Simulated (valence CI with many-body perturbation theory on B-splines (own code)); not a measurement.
## Zn24+: calculated level list

Computed by configuration interaction combined with many-body perturbation theory (CI+MBPT): four valence electrons over a frozen Dirac-Fock core [He], radial functions for each j: 11 s, 11 p, 10 d, 8 f, 5 g, 2 h, with the one-electron correlation potential Σ1 (screened to all orders), the two-electron term Σ2, the three-electron term Σ3, Breit, model QED; selected single and double excitations, second order for the rest, scaled by the run's own slope (own B-spline code, finite nucleus).

No measured levels were compared; by estimate levels of excited configurations hold to 0.05 to 0.15 % of their energy, terms of the ground configuration to about 0.5 %. Among the levels kept, up to 1000 cm⁻¹ of a level comes from second order outside the variational space, and about a tenth of that is noise between levels of different J, which matters for small intervals.

Levels 46 to 90 of 199, with energies above the lowest level, 2s²2p² ³P_0. "Leading %" is the weight of the configuration and term that name the level; weights of strongly mixed levels are sums over their largest components and can fall short. Lifetimes count E1, E2, E3, M1 and M2 decay at the calculated energies, and are blank where another channel may lead or the interval is too uncertain; long ones can be off by a factor of two.

```csv
No.,Configuration,Term,J,E (Ry),Leading %,Second component,Lifetime
46,2s²2p3d,¹D°,2,104.34,50,24 % 2s²2p3d ³D°,43.9 fs
47,2s2p²3p,⁵D°,1,104.38,50,14 % 2s2p²3p ³S°,211 fs
48,2s²2p3d,³D°,3,104.58,63,28 % 2s²2p3d ³F°,27.9 fs
49,2s²2p3d,³P°,1,104.76,69,24 % 2s²2p3d ³D°,31.9 fs
50,2s²2p3d,³P°,2,104.76,49,39 % 2s²2p3d ³D°,29.1 fs
51,2s²2p3d,³P°,0,104.79,94,,39.1 fs
52,2s2p²3s,³P,2,105.03,75,9 % 2s2p²3s ³D,185 fs
53,2s2p²3p,⁵D°,2,105.04,59,27 % 2s2p²3p ⁵P°,2.47 ps
54,2s2p²3p,⁵D°,1,105.23,34,33 % 2s2p²3p ³S°,110 fs
55,2s²2p3d,¹F°,3,105.35,77,16 % 2s²2p3d ³D°,17.1 fs
56,2s²2p3d,¹P°,1,105.42,59,11 % 2s2p²3p ⁵P°,35.6 fs
57,2s2p²3p,³D°,1,105.56,39,30 % 2s2p²3p ⁵P°,66.1 fs
58,2s2p²3p,⁵P°,2,105.74,34,31 % 2s2p²3p ⁵D°,375 fs
59,2s2p²3p,⁵D°,3,105.93,83,14 % 2s2p²3p ⁵P°,17.7 ps
60,2s2p²3p,⁵P°,1,106.21,35,32 % 2s2p²3p ³D°,126 fs
61,2s2p²3p,⁵P°,3,106.32,52,34 % 2s2p²3p ³D°,333 fs
62,2s2p²3s,³D,1,106.49,89,5 % 2s2p²3s ¹P,170 fs
63,2s2p²3p,³D°,2,106.56,68,15 % 2s2p²3p ⁵P°,102 fs
64,2s2p²3s,³D,2,106.64,71,14 % 2s2p²3s ¹D,183 fs
65,2s2p²3p,⁵D°,4,106.68,88,11 % 2s2p²3p ³F°,103 ps
66,2s2p²3d,⁵F,1,106.88,79,9 % 2s2p²3d ³D,880 fs
67,2s2p²3p,³P°,0,106.91,89,9 % 2s2p²3p ⁵D°,88.7 fs
68,2s2p²3p,⁵S°,2,106.95,66,15 % 2s2p²3p ³P°,598 fs
69,2s2p²3d,⁵F,2,106.99,60,22 % 2s2p²3d ⁵D,283 fs
70,2s2p²3s,³D,3,107.05,85,12 % 2s2p²3s ⁵P,156 fs
71,2s2p²3d,⁵F,3,107.26,42,34 % 2s2p²3d ⁵D,97.2 fs
72,2s2p²3p,³P°,2,107.31,72,10 % 2s2p²3p ³D°,97.6 fs
73,2s2p²3p,³P°,1,107.36,61,17 % 2s2p²3p ³S°,83.4 fs
74,2s2p²3p,³D°,3,107.38,57,26 % 2s2p²3p ⁵P°,106 fs
75,2s2p²3s,³P,1,107.54,48,27 % 2s2p²3s ³S,205 fs
76,2s2p²3s,³P,0,107.59,80,17 % 2s2p²3s ¹S,195 fs
77,2s2p²3s,¹D,2,107.62,70,15 % 2s2p²3s ³P,257 fs
78,2s2p²3d,³P,2,108.02,40,22 % 2s2p²3d ³F,57.8 fs
79,2s2p²3d,⁵F,4,108.08,68,29 % 2s2p²3d ⁵D,2.00 ps
80,2s2p²3d,⁵D,0,108.12,92,6 % 2s2p²3d ³P,1.10 ps
81,2s2p²3d,⁵D,1,108.13,72,12 % 2s2p²3d ⁵F,202 fs
82,2s2p²3d,⁵D,2,108.17,34,22 % 2s2p²3d ³F,81.4 fs
83,2s2p²3d,⁵F,3,108.21,50,31 % 2s2p²3d ⁵P,54.9 fs
84,2s2p²3p,³F°,2,108.49,62,26 % 2s2p²3p ¹D°,238 fs
85,2s2p²3d,⁵F,5,108.76,89,11 % 2s2p²3d ³G,652 ps
86,2s2p²3d,³F,2,108.77,42,34 % 2s2p²3d ³P,59.0 fs
87,2s2p²3d,⁵D,4,108.79,52,26 % 2s2p²3d ⁵F,17.4 ps
88,2s2p²3p,³D°,1,108.86,63,19 % 2s2p²3p ¹P°,147 fs
89,2s2p²3d,³F,3,108.98,40,38 % 2s2p²3d ⁵P,39.2 fs
90,2s2p²3p,³F°,3,109.12,83,8 % 2s2p²3p ³D°,513 fs
```

Names give the largest LS component (configuration and term), which can be under half, so a name can repeat, a term be missing and a line seem to break the LS rules; names also repeat where a configuration has a term twice.
